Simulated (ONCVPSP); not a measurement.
## What the settings do to the ONCV potential of nitrogen

Base potential:

ONCVPSP 4.0.1 input, shortened (lines: element, Z, core and valence counts, functional; n l f; lmax; l rc ep ncon nbas qcut; lloc lpopt rc5 dvloc0; l nproj debl; icmod fcfact rcfact), LDA (Perdew-Zunger), scalar-relativistic:

```
  N 7.00    1    2        3      upf
    1    0    2.00
    2    0    2.00
    2    1    1.00
    1
    0    0.95    0.00    5    8    7.30
    1    2.25    0.00    4    7    7.00
    4    5    0.60    6.00
    0    1    3.10
    1    2    2.60
    3    4.50    1.25
```

In the p channel the program set the typed energies aside and used -1.382, 0.050 Ha.

Cutoffs, loose and tight: the cutoffs (Ha) at which the residual kinetic energy of the hardest occupied pseudo-wave falls to 1 and 0.1 mHa per electron. They do not see the model core or the augmentation charge, which bear on the density cutoff. Test errors are all-electron minus pseudo excitation energies from the reference, over the configurations 2s2 2p3; 2s2 2p2; 2s2 2p0; 2s1 2p0. A dash means not determined; rows that change the core or the reference have their own tests. The largest error is taken over the tests solved by every variant that gives reliable tests at all: 2s1 2p0; 2s2 2p0; 2s2 2p2.

| change | outcome | cutoff, loose | cutoff, tight | bound ghosts | GHOST(+) flags above zero | largest test error (meV) |
| --- | --- | --- | --- | --- | --- | --- |
| base | generated, projector energies reset by the program | 42 Ha | 135 Ha | none | none | +1377 |
| p: qcut 6.8 | generated, projector energies reset by the program | 42 Ha | 135 Ha | none | none | +1429 |
| p: qcut 7.6 | generated, projector energies reset by the program | 42 Ha | 135 Ha | none | none | +1241 |
| p: qcut 8.7 | generated, projector energies reset by the program | 42 Ha | 135 Ha | none | none | +1086 |
| p: qcut 9.5 | generated, projector energies reset by the program | 42 Ha | 135 Ha | none | none | +1045 |
| p: qcut 10.6 | generated, projector energies reset by the program | 42 Ha | 135 Ha | none | none | +1053 |

Problem. What comes out with this change to the base: p: qcut 4.4?

Solution. outcome: generated, projector energies reset by the program; cutoff, loose: 42 Ha; cutoff, tight: 135 Ha; bound ghosts: none; GHOST(+) flags above zero: none; largest test error (meV): +2359.

Problem. What comes out with this change to the base: p: qcut 6?

Solution. outcome: generated, projector energies reset by the program; cutoff, loose: 42 Ha; cutoff, tight: 135 Ha; bound ghosts: none; GHOST(+) flags above zero: none; largest test error (meV): +1641.

Problem. What comes out with this change to the base: p: qcut 5?

Solution. outcome: generated, projector energies reset by the program; cutoff, loose: 42 Ha; cutoff, tight: 135 Ha; bound ghosts: none; GHOST(+) flags above zero: none; largest test error (meV): +2027.

Reading the sweep of the qcut of the p channel (base included, trends over the rows without a ghost): The loose cutoff stays near 42 Ha. The median size of the test errors (rows with all tests solved) is not monotonic: lowest 472.1 meV at 9.5 1/bohr, highest 1062.6 meV at 5 1/bohr.
